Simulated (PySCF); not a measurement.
A species of formula C2H5GeNO2 has this rotational fingerprint, computed with PBE0-D3(BJ)/def2-SVP geometry optimisation, gas phase in PySCF 2.14.0:

* Rotational constants: A = 6145, B = 1103, C = 946.7 MHz
* Dipole components: |μa| = 1.33 D, |μb| = 1.46 D, |μc| = 0.00 D
* Inertial defect: -6.51 u·Å²
* κ: -0.94

Question: Which candidate fits, each taken in the one conformer that was computed?
A. `[CH2:1]=[N:2][GeH2:3][C:4](=[O:5])[OH:6]` with C1–N2–Ge3–C4 -1°, N2–Ge3–C4–O5 9°, Ge3–C4–O6–H 180°
B. `[O:1]=[CH:2][C:3](=[O:4])[NH:5][GeH3:6]` with O1–C2–C3–O4 180°, C2–C3–N5–Ge6 179°

Answer: B. It is O=CC(=O)[NH][GeH3], a near-prolate asymmetric top, point group Cs. The candidates at the same level (rigid rotor, commonest isotopes):

```
             SMILES  A (MHz)  B (MHz)  C (MHz)  μa (D)  μb (D)  μc (D)  Δ (u·Å²)  point group                        rotor
C=[N][GeH2][C](=O)O     3817     1891     1290    1.55    0.03    0.16     -7.92      near Cs               asymmetric top
 O=CC(=O)[NH][GeH3]     6145     1103    946.7    1.33    1.46    0.00     -6.51           Cs  near-prolate asymmetric top
```

`C=[N][GeH2][C](=O)O` has B 71 % too high. In the right answer the mirror of this Cs structure is the ab plane, so μc vanishes by symmetry (the 0.01 D computed is a residue). No structure here is proved a minimum.
